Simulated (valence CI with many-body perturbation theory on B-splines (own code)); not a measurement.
Results of a calculation; reference values are marked as such.
Level structure of Os37+

Method: valence CI with perturbative core correlation (CI+MBPT): three valence electrons over a frozen Dirac-Fock core [Kr], a basis of 7 s, 7 p, 8 d, 6 f, 4 g, 1 h functions for each j, with the one-electron correlation potential Σ1, the two-electron term Σ2, the three-electron term Σ3, Breit, model QED; selected CI, second order for the rest, scaled by the run's own slope (own B-spline code, finite nucleus).

No measured spectrum was set against this ion. As an estimate, large intervals hold to a few tenths of a per cent, small ones and those within an open d or f shell to about a per cent. Only levels of the ground parity were solved; by the run's estimate the other parity begins above the list, which can be wrong where configurations are misplaced.

Levels 1 to 19 of 19, with energies above the lowest level, (4d3/2^3) J=3/2. "Leading %" is the weight of the configuration and term that name the level; weights of strongly mixed levels are sums over their largest components and can fall short, so below about 35 % the name and the second component can differ from the true leading terms, or belong to a minority configuration. In the jj column 3d3/2^4 stands for four electrons in 3d with j = 3/2.

| No. | Configuration | Term | J | E (cm⁻¹) | Leading % | g | Second component | Leading jj |
| --- | --- | --- | --- | --- | --- | --- | --- | --- |
| 1 | 4d3 | 4F | 3/2 | 0 | 48 | 0.698 | 37 % 4d3 2D | 4d3/2^3 (97 %) |
| 2 | 4d3 | 4F | 5/2 | 143560 | 84 | 1.054 | 14 % 4d3 2D | 4d3/2^2 4d5/2 (98 %) |
| 3 | 4d3 | 4P | 3/2 | 163420 | 39 | 1.197 | 30 % 4d3 4F | 4d3/2^2 4d5/2 (98 %) |
| 4 | 4d3 | 2G | 7/2 | 176230 | 47 | 1.052 | 36 % 4d3 4F | 4d3/2^2 4d5/2 (95 %) |
| 5 | 4d3 | 2H | 9/2 | 178720 | 44 | 1.047 | 42 % 4d3 2G | 4d3/2^2 4d5/2 (99 %) |
| 6 | 4d3 | 4P | 1/2 | 180250 | 59 | 1.850 | 41 % 4d3 2P | 4d3/2^2 4d5/2 (100 %) |
| 7 | 4d3 | 4P | 5/2 | 248790 | 40 | 1.284 | 38 % 4d3 2D | 4d3/2^2 4d5/2 (92 %) |
| 8 | 4d3 | 4F | 7/2 | 317360 | 62 | 1.109 | 35 % 4d3 2G | 4d3/2 4d5/2^2 (97 %) |
| 9 | 4d3 | 4F | 9/2 | 332130 | 52 | 1.138 | 42 % 4d3 2H | 4d3/2 4d5/2^2 (97 %) |
| 10 | 4d3 | 4P | 3/2 | 346240 | 41 | 1.126 | 39 % 4d3 2D | 4d3/2 4d5/2^2 (99 %) |
| 11 | 4d3 | 2P | 1/2 | 355630 | 59 | 1.478 | 41 % 4d3 4P | 4d3/2 4d5/2^2 (100 %) |
| 12 | 4d3 | 2D | 5/2 | 361590 | 41 | 1.263 | 34 % 4d3 4P | 4d3/2 4d5/2^2 (92 %) |
| 13 | 4d3 | 2H | 11/2 | 363730 | 100 | 1.087 |  | 4d3/2 4d5/2^2 (100 %) |
| 14 | 4d3 | 2D | 5/2 | 386400 | 45 | 1.102 | 40 % 4d3 2F | 4d3/2 4d5/2^2 (97 %) |
| 15 | 4d3 | 2F | 7/2 | 391020 | 81 | 1.095 | 18 % 4d3 2G | 4d3/2 4d5/2^2 (98 %) |
| 16 | 4d3 | 2D | 3/2 | 449780 | 73 | 0.922 | 21 % 4d3 2P | 4d3/2 4d5/2^2 (91 %) |
| 17 | 4d3 | 2G | 9/2 | 504280 | 52 | 1.156 | 34 % 4d3 4F | 4d5/2^3 (98 %) |
| 18 | 4d3 | 2D | 3/2 | 547740 | 50 | 1.101 | 36 % 4d3 2P | 4d5/2^3 (92 %) |
| 19 | 4d3 | 2D | 5/2 | 580920 | 62 | 1.163 | 22 % 4d3 2F | 4d5/2^3 (95 %) |

The ionisation energy to 4d2 3F_2 of the next ion comes out as 1662.2 eV (NIST: 1660 ± 4 eV (theoretical)). All 19 levels together are meant to be complete up to 604150 cm⁻¹.
